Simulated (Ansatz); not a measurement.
Mg₄H₆. Total charge 0; singlet. Geometry r2SCAN-D4/def2-SVP.

```xyz
10

Mg   -0.107    0.585   -1.056
Mg   -0.300   -1.021    1.290
Mg    2.080    0.728    0.892
Mg   -2.553   -1.019   -0.714
H    -4.071   -1.617   -1.237
H     0.479    1.719    0.231
H     1.202   -0.593   -0.427
H     1.145   -0.330    2.166
H    -1.551    0.201   -2.016
H     3.676    1.347    0.872
```

Another isomer (singlet) lies 0.24 eV lower at PBE0-D4/def2-TZVP; other spin states weren't run for this one.

**Question.** Estimate the orbital energies around the gap (eV) in Ansatz with PBE-D4/def2-TZVP, r2SCAN-D4/def2-TZVP, r2SCANh-D4/def2-TZVP, PBE0-D4/def2-TZVP, ωB97M-V/def2-TZVP.

**Answer.** 
```json
{"orbital": "HOMO−9", "PBE-D4/def2-TZVP": "-46.41", "r2SCAN-D4/def2-TZVP": "-47.90", "r2SCANh-D4/def2-TZVP": "-49.37", "PBE0-D4/def2-TZVP": "-50.50", "ωB97M-V/def2-TZVP": "-53.08"}
{"orbital": "HOMO−8", "PBE-D4/def2-TZVP": "-46.38", "r2SCAN-D4/def2-TZVP": "-47.86", "r2SCANh-D4/def2-TZVP": "-49.33", "PBE0-D4/def2-TZVP": "-50.48", "ωB97M-V/def2-TZVP": "-53.06"}
{"orbital": "HOMO−7", "PBE-D4/def2-TZVP": "-46.26", "r2SCAN-D4/def2-TZVP": "-47.74", "r2SCANh-D4/def2-TZVP": "-49.22", "PBE0-D4/def2-TZVP": "-50.38", "ωB97M-V/def2-TZVP": "-52.97"}
{"orbital": "HOMO−6", "PBE-D4/def2-TZVP": "-10.14", "r2SCAN-D4/def2-TZVP": "-10.52", "r2SCANh-D4/def2-TZVP": "-11.06", "PBE0-D4/def2-TZVP": "-11.65", "ωB97M-V/def2-TZVP": "-14.22"}
{"orbital": "HOMO−5", "PBE-D4/def2-TZVP": "-8.56", "r2SCAN-D4/def2-TZVP": "-8.87", "r2SCANh-D4/def2-TZVP": "-9.34", "PBE0-D4/def2-TZVP": "-9.87", "ωB97M-V/def2-TZVP": "-12.25"}
{"orbital": "HOMO−4", "PBE-D4/def2-TZVP": "-7.58", "r2SCAN-D4/def2-TZVP": "-7.90", "r2SCANh-D4/def2-TZVP": "-8.35", "PBE0-D4/def2-TZVP": "-8.81", "ωB97M-V/def2-TZVP": "-10.99"}
{"orbital": "HOMO−3", "PBE-D4/def2-TZVP": "-7.01", "r2SCAN-D4/def2-TZVP": "-7.34", "r2SCANh-D4/def2-TZVP": "-7.77", "PBE0-D4/def2-TZVP": "-8.19", "ωB97M-V/def2-TZVP": "-10.37"}
{"orbital": "HOMO−2", "PBE-D4/def2-TZVP": "-6.27", "r2SCAN-D4/def2-TZVP": "-6.45", "r2SCANh-D4/def2-TZVP": "-6.87", "PBE0-D4/def2-TZVP": "-7.39", "ωB97M-V/def2-TZVP": "-9.63"}
{"orbital": "HOMO−1", "PBE-D4/def2-TZVP": "-5.97", "r2SCAN-D4/def2-TZVP": "-6.17", "r2SCANh-D4/def2-TZVP": "-6.60", "PBE0-D4/def2-TZVP": "-7.11", "ωB97M-V/def2-TZVP": "-9.32"}
{"orbital": "HOMO", "PBE-D4/def2-TZVP": "-5.01", "r2SCAN-D4/def2-TZVP": "-5.13", "r2SCANh-D4/def2-TZVP": "-5.43", "PBE0-D4/def2-TZVP": "-5.80", "ωB97M-V/def2-TZVP": "-7.47"}
{"orbital": "LUMO", "PBE-D4/def2-TZVP": "-2.66", "r2SCAN-D4/def2-TZVP": "-2.47", "r2SCANh-D4/def2-TZVP": "-2.25", "PBE0-D4/def2-TZVP": "-2.05", "ωB97M-V/def2-TZVP": "-0.65"}
{"orbital": "LUMO+1", "PBE-D4/def2-TZVP": "-2.17", "r2SCAN-D4/def2-TZVP": "-1.93", "r2SCANh-D4/def2-TZVP": "-1.73", "PBE0-D4/def2-TZVP": "-1.55", "ωB97M-V/def2-TZVP": "-0.17"}
{"orbital": "LUMO+2", "PBE-D4/def2-TZVP": "-1.72", "r2SCAN-D4/def2-TZVP": "-1.35", "r2SCANh-D4/def2-TZVP": "-1.14", "PBE0-D4/def2-TZVP": "-1.05", "ωB97M-V/def2-TZVP": "0.27"}
{"orbital": "LUMO+3", "PBE-D4/def2-TZVP": "-1.38", "r2SCAN-D4/def2-TZVP": "-1.02", "r2SCANh-D4/def2-TZVP": "-0.80", "PBE0-D4/def2-TZVP": "-0.67", "ωB97M-V/def2-TZVP": "0.80"}
{"orbital": "LUMO+4", "PBE-D4/def2-TZVP": "-1.14", "r2SCAN-D4/def2-TZVP": "-0.77", "r2SCANh-D4/def2-TZVP": "-0.57", "PBE0-D4/def2-TZVP": "-0.50", "ωB97M-V/def2-TZVP": "0.83"}
{"orbital": "LUMO+5", "PBE-D4/def2-TZVP": "-0.20", "r2SCAN-D4/def2-TZVP": "0.26", "r2SCANh-D4/def2-TZVP": "0.45", "PBE0-D4/def2-TZVP": "0.41", "ωB97M-V/def2-TZVP": "1.47"}
```
